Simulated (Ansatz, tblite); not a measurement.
Forces on Nb2(F)10 (Nb₂F₁₀) at its PBE-D4/def2-SVP geometry. Charge 0, multiplicity 1.

In the def2 sets Nb takes a core potential; there is no spin–orbit coupling. The xTB rows come from tblite.

GFN1-xTB (tblite), largest force 1.47 eV/Å:

```xyz
12
positions Å, forces eV/Å
Nb   -0.227   -1.418   -0.952    0.084    0.535    0.359
F    -1.087   -2.028    0.594    0.643    0.341   -1.281
F    -1.636   -1.821   -2.070    1.041    0.223    0.783
F     0.695   -0.415   -2.234   -0.732   -0.905    0.903
F     0.883   -2.884   -1.089   -0.842    1.018    0.050
F    -1.053    0.444   -0.410    0.199   -0.082    0.079
Nb    0.227    1.418    0.952   -0.084   -0.535   -0.359
F     1.087    2.028   -0.594   -0.643   -0.341    1.281
F     1.636    1.821    2.070   -1.041   -0.223   -0.783
F    -0.695    0.415    2.234    0.732    0.905   -0.903
F    -0.883    2.884    1.089    0.842   -1.018   -0.050
F     1.053   -0.444    0.410   -0.199    0.082   -0.079
```

GFN2-xTB (tblite), largest force 1.05 eV/Å:

```
Nb -0.039 -0.232 -0.157
F 0.454 0.226 -0.921
F 0.326 -0.042 0.181
F -0.523 -0.659 0.630
F -0.296 0.220 -0.061
F -0.448 0.190 -0.174
Nb 0.039 0.232 0.157
F -0.454 -0.226 0.921
F -0.326 0.042 -0.181
F 0.523 0.660 -0.630
F 0.296 -0.220 0.061
F 0.447 -0.190 0.174
```

PBE-D4/def2-TZVP (Ansatz), largest force 0.15 eV/Å:

```
Nb -0.021 -0.123 -0.083
F -0.009 0.002 0.025
F -0.006 -0.006 -0.008
F 0.013 0.021 -0.009
F 0.004 -0.011 -0.004
F -0.123 0.051 -0.048
Nb 0.021 0.123 0.083
F 0.009 -0.002 -0.025
F 0.006 0.006 0.008
F -0.013 -0.021 0.009
F -0.004 0.011 0.004
F 0.123 -0.051 0.048
```
